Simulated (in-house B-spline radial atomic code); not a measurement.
Values are calculated unless marked as measured or tabulated.
# Sn in an electron gas of r_s = 4: phase shifts, screening and friction

A nucleus sits in a uniform electron gas with a rigid positive background. The Kohn-Sham equations are solved self-consistently in the spin-unpolarised LDA (PW92), non-relativistic, on B-splines with outgoing waves at the boundary and partial waves to l = 8. The model has no lattice, no bands and no magnetic solution. Atomic units; δ_l are the phase shifts at the Fermi level, counted so that each bound state adds π, and good to about 0.0005.

The density parameter is r_s = 4 bohr.

| l | δ_l (rad) |
| --- | --- |
| 0 | 14.0473 |
| 1 | 11.0011 |
| 2 | 6.2918 |
| 3 | 0.0043 |
| 4 | 0.0007 |
| 5 | 0.0001 |
| 6 | 0.0002 |
| 7 | 0.0002 |
| 8 | 0.0002 |

Bound levels below the band bottom (hartree): d -17.37, s -4.263, p -2.929, d -0.7228, s -0.1224 and deeper ones.

**Question.** Check the Friedel sum rule, and say where the screening charge sits.

**Answer.** k_F = (9π/4)^(1/3)/r_s = 0.47979. The rule is Z = (2/π) Σ (2l + 1) δ_l. The terms are s 8.943, p 21.011, d 20.027, f 0.019 and 0.010 beyond, in all 50.010 against Z = 50. Bound states hold 10 s, 18 p, 20 d electrons, so the scattering states carry 2.01 in all; where a term is smaller than its bound count, the bound level has drawn weight out of the band.

**Question.** Find the transport cross section and the electronic stopping of a 5 keV Sn ion (mass 118.71 u).

**Answer.** σ_tr = (4π/k_F²) Σ (l + 1) sin²(δ_l − δ_(l+1)). The terms for l = 0 to 3 are 0.0091, 2.0000, 0.0001, 0.0001, all together 2.0092, so σ_tr = 54.589 × 2.0092 = 109.679 bohr². With n = 3/(4π r_s³) = 0.00373, the friction coefficient is Q = n k_F σ_tr = 0.1963. For v well below v_F = 0.480, dE/dx = Q v; with 24801 eV per u at v = 1, v = √(5000/(24801 × 118.71)) = 0.0412, so dE/dx = 0.00809 hartree/bohr = 4.16 eV/nm. The largest term couples the p and d waves.
